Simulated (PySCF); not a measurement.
CH3F3O3Si. Atoms are numbered in the order given.

```xyz
11

O     -1.4357     0.5971     1.3770
Si     0.0000     0.0000     0.8608
O      1.2350     0.9448     1.3770
O      0.2007    -1.5419     1.3770
C      0.0000     0.0000    -1.0612
F     -0.4099     1.1784    -1.5626
F      1.2255    -0.2342    -1.5626
F     -0.8156    -0.9442    -1.5626
H     -1.6586     1.5053     1.1529
H      2.1330     0.6838     1.1529
H     -0.4743    -2.1891     1.1529
```
Charge 0, spin multiplicity 1.

Coordinates come from a PBE0-D3(BJ)/def2-SVP optimisation. The values are those of a single conformer.

The numbers are results of M06-2X/def2-TZVP (PySCF), not measurements.

Estimate the frontier levels, gap, dipole moment. (An estimate is asked for; the answer gives what the named calculation found.)


```
Item                                                                                                           Result
---------------------------------------------------------------------------------------------  ----------------------
highest occupied level                                                                                      -10.77 eV
lowest empty level                                                                                            0.88 eV
orbital gap                                                                                                  11.65 eV
dipole moment                                                                                                  0.61 D
quadrupole, principal values (traceless, Buckingham form, about the centre of nuclear charge)  -11.37, 5.69, 5.69 D·Å
```
